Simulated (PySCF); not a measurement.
All numbers come from PySCF, PBE0, basis Co def2-TZVP, F def2-TZVP (no relativity, density fitting).

Each entry is the lowest minimum that a search over a few typed start shapes (and spin states, where more than one is plausible) found, or that minimum re-optimised at the stated level; isomers with ligand–ligand bonds, or fragments after loss of a ligand pair, can lie lower. Open shells are unrestricted.

CoF2 is a quartet of D∞h symmetry with Co–F 1.737 Å (×2); F–Co–F 180.0°. Its wavenumbers are 159 (×2), 601, 758 cm⁻¹.

What changes when one electron is removed, giving CoF₂⁺?

It costs 11.18 eV between the minima (11.19 eV with zero-point energy). CoF₂⁺ is a quintet of D∞h symmetry with Co–F 1.661 Å (×2); F–Co–F 180.0°; wavenumbers 63 (×2), 727, 907 cm⁻¹.

Open d and f shells are described by one determinant, and the ground state may have another occupation or spin.
